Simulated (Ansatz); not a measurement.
`[CH3][Ti]([NH2])([NH2])[NH2]`, charge 0, multiplicity 1.

Question: Give a relaxed structure at PBE0-D4/def2-TZVP (Ansatz). (Estimate.)

Answer: Ansatz gave: 
Z-matrix (Å, degrees):
```
C
Ti 1 2.087
H 1 1.095 2 110.6
H 1 1.095 2 110.6 3 120.0
H 1 1.095 2 110.6 3 -120.0
N 2 1.886 1 108.0 3 51.3
N 2 1.886 1 108.0 3 171.3
N 2 1.885 1 108.0 3 -68.7
H 6 1.012 2 122.8 1 -51.2
H 6 1.009 2 127.2 1 124.0
H 7 1.012 2 122.8 1 -51.2
H 7 1.009 2 127.2 1 124.0
H 8 1.012 2 122.8 1 -51.2
H 8 1.009 2 127.2 1 123.9
```
Point group C3.
This is one stationary point; other conformers may exist.
